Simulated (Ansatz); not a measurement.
A structure relaxed at B3LYP-D4/def2-SVP in Ansatz, charge 0, singlet:

```xyz
7

Si    1.609   -0.943   -0.174
Si    0.469    1.555    0.934
Si   -0.782   -0.569    0.478
Si    0.224    0.635   -1.200
Si    0.861   -0.541    2.105
H    -2.140   -1.164    0.422
H    -0.241    1.027   -2.565
```

Problem. Give its formula and point group.

Solution. Si₅H₂. Point group Cs (tolerance 0.1 Å).

Problem. Summarise the bond lengths by kind (pairs closer than 1.2 times the sum of covalent radii, bridged metal pairs left out).

Solution. 8 × Si–Si 2.30 to 2.51 Å; 2 × H–Si 1.48 to 1.49 Å.

The structure comes from a short search, and lower isomers may exist.
